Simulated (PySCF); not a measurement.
# What a mistake does to a calculation on BGeH3NO

All numbers below are calculated, not measured. They come from PySCF 2.14.0, an open-source quantum chemistry program, on an isolated molecule that a program drew, which may never have been made. The molecule is BGeH3NO (charge 0, doublet), drawn as the SMILES string `O=B[NH][GeH2]`.

Each row is a Hartree-Fock (HF) and frozen-core CCSD(T) single point in the cc-pVDZ basis, meant for a local HF minimum. Run 1 is clean. Each other run has one planted mistake out of seven kinds, and not every kind appears here: one electron removed, one electron added, multiplicity raised by two, geometry at a saddle point, minimal basis STO-3G, one bond length entered in bohr, all coordinates scaled. The reference is restricted for singlets and unrestricted otherwise, and also for a bond in bohr. Adding or removing an electron swaps singlet and doublet. Electrons count all cores. HOMO and LUMO are orbital energies over both spins, the gradient is its largest component, and the lowest frequency (negative if imaginary) is given only where the gradient is small. Bond lengths are over the 6 bonds as drawn. T1 is the CCSD diagnostic: over 0.02 (restricted) or 0.045 (unrestricted) a single reference is doubtful. Germanium has the cc-pVDZ-PP basis, with a core potential (ECP10MDF) in place of its 10 inner electrons, and its 3s, 3p and 3d shells are frozen in CCSD(T).

Geometry of the clean run:
```xyz
7
BGeH3NO, angstrom
O    -0.0919   -1.2886   -0.5865
B     0.3923   -0.5366    0.2102
N     0.9444    0.3217    1.1469
Ge    0.3914    0.5477    2.9152
H     1.6140    0.9786    0.7899
H    -0.2757   -0.7695    3.3228
H     1.6529    0.8576    3.7342
```

| run | electrons | basis functions | <S^2> | HOMO (eV) | LUMO (eV) | gradient (hartree/bohr) | lowest frequency (cm^-1) | mean bond (Å) | longest bond (Å) | T1 | HF (hartree) | CCSD(T) (hartree) | mistake |
|---|---|---|---|---|---|---|---|---|---|---|---|---|---|
| 1 | 55 | 80 | 0.754 | -9.31 | 0.61 | 1.2e-05 | 89 | 1.4201 | 1.866 | 0.0186 | -449.18981 | -449.73498 | no fault |
| 2 | 55 | 80 | 0.768 | -7.44 | 1.68 | 1.7e-05 | -1139 | 1.4058 | 1.853 | 0.0179 | -449.16345 | -449.71144 | geometry at a saddle point |
| 3 | 55 | 80 | 0.759 | -9.74 | -0.04 | 1.0e-01 | - | 1.5493 | 2.036 | 0.0242 | -449.13437 | -449.70307 | all coordinates scaled |
| 4 | 55 | 80 | 1.218 | -8.65 | 0.41 | 2.5e-02 | - | 1.6969 | 3.527 | 0.0641 | -449.09763 | -449.62359 | ? |

**Which mistake was planted in run 4, and what did it cost?**

The mean bond changes by a factor of 1.195 and the longest by 1.890, so the molecule wasn't scaled as a whole. A length L in bohr read as angstrom grows by (1/0.5292 - 1) L = 0.890 L. The 6 bonds together grew by 6 x 0.2768 = 1.661 Å, which gives L = 1.867 Å. That is bond N3-Ge4, 1.866 Å in the clean geometry. So the mistake is: one bond length entered in bohr. Subtracting run 1 and multiplying by 627.51 kcal/mol a hartree, the energy moved by 57.8 kcal/mol in HF and 69.9 kcal/mol in CCSD(T).

Cautions from the logs. Run 4: T1 is over the limit, so its CCSD(T) energy is less reliable.
